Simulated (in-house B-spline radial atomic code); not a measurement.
Configurations of Pr³⁺, with energies counted from [Xe] 4f2. Computed with an all-electron radial atomic-structure program (B-spline basis): scalar-relativistic (X2C) CAM-B3LYP, spin-polarised, spherical fractional occupations, Fermi nucleus of rms radius 4.8919 fm. Shells without spins written out take the highest spin.

Caution: exact exchange at fractional occupations of open shells leaves self-interaction of up to several eV.

Occupations are held fixed; configurations that lie above the ionisation limit could autoionise.

```csv
configuration,E - E(ref) (eV),highest orbital,its <r> (bohr)
[Xe] 4f1 6p1,16.124,6p up,3.772
[Xe] 4f1 5f1,23.838,5f up,4.416
"[Xe] 4f(1 up, 0 down) 5f(0 up, 1 down)",23.873,5f down,4.434
[Kr] 4d10 4f2 5s2 5p5 5d1,26.413,5d up,2.281
[Kr] 4d10 4f2 5s2 5p5 6p1,34.509,6p up,3.803
[Kr] 4d10 4f2 5s2 5p5 6f1,46.592,6f up,7.868
"[Kr] 4d(5 up, 4 down) 4f(3 up, 0 down) 5s2 5p6",114.69,4f up,0.9822
```

Q: Order these further configurations by energy, lowest first.
A. [Xe] 4f1 5d1
B. [Kr] 4d10 4f3 5s2 5p5
C. [Xe] 4f(1 up, 1 down)
D. [Kr] 4d(4 up, 5 down) 4f(0 up, 2 down) 5s2 5p6 6p(1 up, 0 down)
E. [Kr] 4d10 4f2 5s2 5p5 5f1

A: C (1.9646 eV), A (7.8853 eV), B (20.44 eV), E (42.169 eV), D (134.39 eV).

Q: How far above the reference does [Kr] 4d9 4f2 5s2 5p6 5f1 lie?

A: 142 eV; its least bound orbital is 5f up with <r> = 4.378 bohr.

Q: How far above the reference does [Kr] 4d10 4f(2 up, 0 down) 5s2 5p(2 up, 3 down) 5d(1 up, 0 down) lie?

A: 27.87 eV; its least bound orbital is 5d up with <r> = 2.318 bohr.
